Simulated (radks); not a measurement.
The mean radii <r> (bohr) of the occupied orbitals of an atom or ion are listed with their occupations. All-electron calculation, Dirac Kohn-Sham, LB94 model potential, spin-unpolarised, spherical densities, finite nucleus; Fermi nuclear charge, rms radius of each element as measured or else 0.836 A^(1/3) + 0.57 fm. Program: a radial shooting solver on a logarithmic mesh with Libxc functionals.

orbital  occ.      <r>
1s1/2       2  0.06938
2s1/2       2   0.3236
2p1/2       2   0.2864
2p3/2       4   0.2891
3s1/2       2   0.9970
3p1/2       2    1.055
3p3/2       4    1.063
3d3/2       1    1.240

Name the element and its charge. Open shells, if any, fill j = l - 1/2 first.

Answer. Z = 22, titanium, charge +3: Ti3+ in [Ar] 3d1. The 1s radius gives Z: for a bare nucleus <r> = (2 gamma + 1)/(2Z) with gamma = sqrt(1 - (Z/c)^2), 0.06759 bohr for Z = 22, and screening makes it slightly larger (0.06938 here). The occupations add up to 19, and the charge is Z minus that.
